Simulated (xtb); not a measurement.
C2H4NO, SMILES C[N]C=O (connectivity only; charge and spin as stated), charge -1, multiplicity 1. All values are semi-empirical tight-binding results from xtb (GFN2-xTB unless named), good for trends rather than for accurate numbers. Geometry optimised at GFN2-xTB. The multiplicity is an assumed one; other spin states were not compared. The isomer is the one that the SMILES or the coordinates give; other isomers of the formula were not compared. Other conformers were not sampled.

Question: Estimate the properties. (An estimate is asked for; the answer gives what the named calculation found.)

Answer: 
| Property | Result |
|---|---|
| point group as xtb finds it | Cs |
| orbital gap | 5.15 eV |
| zero-point energy | 36.4 kcal/mol |
| G − E(el) at 298.15 K (modified RRHO) | 19.4 kcal/mol |
| static polarisability (D4 model) | 42.6 bohr³ |
| solvation energy, GFN2-xTB/ALPB(water) | -67.5 kcal/mol |
| solvation energy, GFN2-xTB/ALPB(octanol) | -59.5 kcal/mol |

Question: Give the IR lines (harmonic; lines under 4 % of the strongest left out, lines within 3 cm⁻¹ merged). (Estimate from the structure and the level; the computed values follow.)

Answer: ν (cm⁻¹): 911 (w), 1132 (w), 1303 (m), 1376 (w), 1745 (vs), 2444 (vs), 2799 (m), 2823 (m), 2857 (m) (against the strongest line: vs over 80 %, s over 45 %, m over 15 %, w over 4 %, vw less)
